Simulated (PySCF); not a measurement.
**Correlation energy of B⁺ (boron, charge +1)**

[He] 2s2, closed-shell 1S. All numbers are calculated (PySCF 2.14, scalar relativity by spin-free X2C-1e, in x2c-QZVPPall with one added diffuse shell each of s, p, d, f type (8s5p4d3f1g, 73 functions)). Frozen: nothing; 4 electrons correlated.

| level | correlation energy (mhartree) |
| --- | --- |
| CCSD | -79.06 |
| (T) | -0.42 |
| CCSD(T) | -79.48 |

Diagnostics: T1 = 0.0090, D1 = 0.0180, largest double amplitude 0.147.

Cost of the coupled-cluster step: about 4 core-seconds, for 4 correlated electrons.

This basis was not built for core-valence correlation, so the inner-shell part is incomplete.
